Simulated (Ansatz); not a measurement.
Calculated with Ansatz (gas phase, PBE0-D4/def2-TZVP geometries, no zero-point term in ΔE). CCSD(T)/CBS is the MP2 limit (def2-TZVPP, def2-QZVPP) plus CCSD(T) − MP2 in def2-TZVPP, frozen cores. This one scheme is used for every species. Functionals use def2-TZVPP. B3LYP here is the variant with VWN-RPA as its local correlation; programs differ in this. One conformer a species, not always the lowest.

`C[SiH](F)C=N` + `BBO` → `BBO[SiH](C)F` + `C=N`  (ligand exchange at the Si–C bond)

```csv
level,ΔE (kcal/mol),difference from CCSD(T)/CBS
PBE-D4,-23.7,4.4
r2SCAN-D4,-27.0,1.1
PBE0-D4,-25.6,2.5
B3LYP-D4,-27.7,0.4
ωB97X-V,-27.4,0.7
ωB97M-V,-27.5,0.6
B2PLYP,-28.3,-0.2
PBE,-23.7,4.4
r2SCAN,-27.0,1.1
PBE0,-25.6,2.5
B3LYP,-27.7,0.4
HF/def2-TZVPP,-32.8,-4.7
MP2/def2-TZVPP,-28.5,-0.4
SCS-MP2/def2-TZVPP,-29.0,-0.9
CCSD/def2-TZVPP,-28.9,-0.8
CCSD(T)/def2-TZVPP,-28.1,0.0
HF/def2-QZVPP,-33.3,-5.2
MP2/def2-QZVPP,-28.6,-0.5
SCS-MP2/def2-QZVPP,-29.2,-1.1
HF/CBS(def2),-33.4,-5.3
MP2/CBS(def2),-28.5,-0.4
CCSD/CBS(def2),-28.9,-0.8
CCSD(T)/CBS,-28.1,0
```

Largest T1 diagnostic among the species: 0.013.

In def2-TZVPP, CCSD(T) changes the Hartree–Fock value by +4.8 kcal/mol (the triples alone add +0.8 kcal/mol) and MP2 by +4.4 kcal/mol. From PBE to PBE0 (25 % exact exchange), in def2-TZVPP and without D4, ΔE moves by −1.9 kcal/mol.
